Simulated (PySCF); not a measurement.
Structure elucidation problem

Molecular formula: C6H18SSi2. Simulated spectra:

¹H NMR (300 MHz, computed): δ 0.23 (s, 18H).

¹³C{¹H} NMR (computed): δ 4.5 (CH3).

Calculated, not measured (PySCF 2.14): shieldings: GIAO CAM-B3LYP/pcSseg-1, structure optimised with PBE0-D3(BJ)/def2-SVP. Single conformer, fast rotation and ring inversion assumed for equivalent nuclei, gas phase, relativity neglected.

Scale: TMS for ¹H (σ = 31.33 ppm) and ¹³C (σ = 182.45 ppm) (reference shieldings calculated alike).

Task: Propose a structure and justify it.

Result: 
1. Rings plus π bonds: 0.
2. 1 carbon signal for 6 carbons: some carbons are equivalent by symmetry or fast rotation.
3. Carbon types of the structure: 6 × CH3, which accounts for all hydrogens.
4. δC 4.5: methyl carbon bonded to Si; an electropositive neighbour leaves it electron-rich and shielded.
5. δH 0.23: hydrogen on a methyl carbon bonded to Si; an electropositive neighbour shields it, as in TMS itself.

These data were computed for SMILES C[Si](C)(C)S[Si](C)(C)C.

The data come from this structure; uniqueness wasn't tested.

Shifts are as computed, not scaled to solution data. Of 1211 compounds with measured shifts, 218 miss one by over three times the rms of a fit or turn the order of signals round; such compounds aren't used in these exercises.
